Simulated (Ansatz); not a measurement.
Molecule: InCl₂, charge 1, multiplicity 1. It need not be the lowest isomer of its formula. 
Geometry from a B3LYP-D3(BJ)/def2-TZVP (Ansatz, a program for electronic structure) optimisation:
```xyz
3

In     0.0000     0.0000     0.0000
Cl     0.0000     0.0000     2.2242
Cl     0.0000     0.0000    -2.2242
```
Charge +1, spin multiplicity 1.

Basis-set convergence of Hartree-Fock and MP2 correlation energies (hartree) with Ansatz. Correlated levels leave the core frozen unless marked. Spin-orbit coupling is left out. Frozen are the shells of the preceding noble gas and the d and f shells that filled before the atom's block. In def2 rows, elements after Kr have scalar-relativistic effective core potentials.

```csv
basis,functions,E(HF),"E(corr, MP2)"
def2-SVPD,86,-1107.73904,-0.32198
def2-TZVPPD,158,-1108.05822,-0.41644
def2-QZVPPD,246,-1108.08477,-0.45587
```

Extrapolating the two largest sets (X = 3 and 4) as X^-3: E(corr) = (64·(-0.45587) - 27·(-0.41644))/37 = -0.4846 Eh, an estimate of the basis-set limit. The largest set recovers 94.1 % of it, the smallest 66.4 %.
